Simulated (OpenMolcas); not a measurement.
Ir6+ among 6 point charges of -1.7 e arranged as an octahedron (Oh), 2.05 Å from the ion.
```
   2.0500    0.0000    0.0000  -1.70
   0.0000    2.0500    0.0000  -1.70
  -2.0500    0.0000    0.0000  -1.70
   0.0000   -2.0500    0.0000  -1.70
   0.0000    0.0000    2.0500  -1.70
   0.0000    0.0000   -2.0500  -1.70
```

| Property | Result |
| --- | --- |
| Program | OpenMolcas |
| Method | CASSCF |
| Basis | ANO-RCC-VDZP [7s6p4d2f] |
| Scalar Hamiltonian | DKH2, point nucleus |
| Active space | 3 electrons in 5 orbitals (5d) |
| State averaging | 2S+1 = 4 even, 10 roots; 2S+1 = 2 even, 40 roots |
| Spin-orbit coupling | RASSI with atomic mean-field integrals over the reference wave functions |

(1) What is the spin-free ground state (labels of O, the rotations of Oh)?

(2) Where is the first state of the same spin?

(3) What are the lowest two levels with spin-orbit coupling?

(4) What is χT at 300 K?

(5) Which ligand-field parameters describe the states?

## Answers

(1) 4A2, 1-fold in its orbital part, 100 % from free-ion F terms; it has the highest spin that d3 allows.

(2) 4T2 at 5370 cm-1 above the ground state.

(3) A 4-fold level Γ8, then a 4-fold level Γ8 8106 cm-1 above it. Their leading multiplicities are 4 (84 %) and 4 (92 %).

(4) 0.12 cm3 K/mol.

(5) A least-squares ligand-field fit to the states below 45000 cm-1, each weighted by its degeneracy and with a free common offset, gives 10Dq = 5467 cm-1, B = 965 cm-1 and C = 4049 cm-1 (C/B = 4.20), with an rms deviation of 39 cm-1. 

Spin-orbit coupling mixes the spin-free states strongly: the lowest level takes only 36 % from its leading state, 4T2, which lies 5369 cm-1 above the lowest spin-free state. Without dynamic correlation the repulsion within the d shell is too large (B by tens of per cent), so at a given field states of lower spin stand too high. This field is weak: 10Dq is about 5467 cm-1, while octahedral complexes of 5d ions of charge 3 and more, computed by the same method with explicit ligands, had a median near 35000 cm-1. Ground spin and moment need not be those of a real site. Point charges carry no covalency, so the field is a model and not that of real ligands. No measured value stands beside these numbers.
